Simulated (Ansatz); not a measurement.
CH5MoNO3, SMILES `C[N]=[Mo](=[O])([OH])[OH]`, relaxed with RKS PBE-D4/def2-SVP in Ansatz from a rough embedded geometry. The force threshold is 0.03 eV/Å; the program also tests the step.

Total charge 0; spin multiplicity 1. Mo: def2 effective core potential.

Start:

```xyz
11

C     1.522   -0.619    0.836
N     0.861   -0.317   -0.434
Mo   -0.986    0.181   -0.430
O    -1.986   -1.251    0.305
O    -1.639    0.425   -2.344
O    -1.256    1.869    0.604
H     1.930   -1.623    0.802
H     0.810   -0.461    1.620
H     2.416    0.135    0.897
H    -1.341   -0.426   -2.819
H    -0.333    2.087    0.966
```

How much energy does the relaxation release, and in how many steps? (Best estimate.)

The calculation gave: 55.14 kcal/mol, in 12 steps.

Which bonds change most? (Estimate.)

The calculation gave: Mo3–O4 from 1.894 to 1.704 Å; N2–Mo3 from 1.914 to 1.747 Å; Mo3–O5 from 2.037 to 1.901 Å; Mo3–O6 from 1.998 to 1.900 Å.

Give the relaxed structure. (Estimate.)

Ansatz gave: 
```xyz
11

C     1.584   -0.804    0.727
N     0.557   -0.076    0.060
Mo   -1.137    0.254   -0.215
O    -2.043   -0.781    0.792
O    -1.531   -0.093   -2.041
O    -1.479    2.069    0.233
H     2.210   -1.358   -0.007
H     1.171   -1.538    1.458
H     2.262   -0.111    1.274
H    -0.831   -0.264   -2.697
H    -0.762    2.702    0.417
```
